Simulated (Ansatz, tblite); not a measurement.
Removing an electron: Mo(NH)2Cl2 (MoN2Cl2H2). Charge 0, multiplicity 1. Geometry: PBE-D4/def2-SVP. Ansatz, gas phase; energy differences of separate SCF runs; the oxidised species was run as a doublet alone.

Cartesian coordinates in Å:
```
Mo 0.018 -0.464 0.158
N 1.375 0.474 -0.371
H 1.820 1.327 -0.732
N -1.415 0.502 0.041
H -1.925 1.367 -0.180
Cl 0.340 -0.974 2.371
Cl -0.214 -2.232 -1.287
```

In the def2 sets Mo takes a core potential; there is no spin–orbit coupling. The xTB rows come from tblite.

```json
{"level": "GFN1-xTB", "−HOMO (eV)": "12.01", "vertical IE (eV)": "14.78", "−LUMO (eV)": "8.72", "HOMO–LUMO gap (eV)": "3.29", "remarks": "–"}
{"level": "GFN2-xTB", "−HOMO (eV)": "10.92", "vertical IE (eV)": "13.94", "−LUMO (eV)": "8.40", "HOMO–LUMO gap (eV)": "2.52", "remarks": "–"}
{"level": "PBE0-D4/def2-TZVP", "−HOMO (eV)": "8.41", "vertical IE (eV)": "10.19", "−LUMO (eV)": "2.91", "HOMO–LUMO gap (eV)": "5.50", "remarks": "restricted SCF unstable in HF (singlet), spin-contaminated (⟨S²⟩ 0.83) (+1 doublet)"}
```

(1) Estimate the rows for PBE-D4/def2-TZVP, r2SCAN-D4/def2-TZVP.

Results:

(1) 
```json
{"level": "PBE-D4/def2-TZVP", "−HOMO (eV)": "7.07", "vertical IE (eV)": "9.86", "−LUMO (eV)": "3.59", "HOMO–LUMO gap (eV)": "3.47", "remarks": "–"}
{"level": "r2SCAN-D4/def2-TZVP", "−HOMO (eV)": "7.39", "vertical IE (eV)": "10.00", "−LUMO (eV)": "3.59", "HOMO–LUMO gap (eV)": "3.80", "remarks": "restricted SCF unstable in HF (singlet)"}
```

  Raw xTB energy differences between charge states are shifted by several eV; the methods need an empirical correction for them.
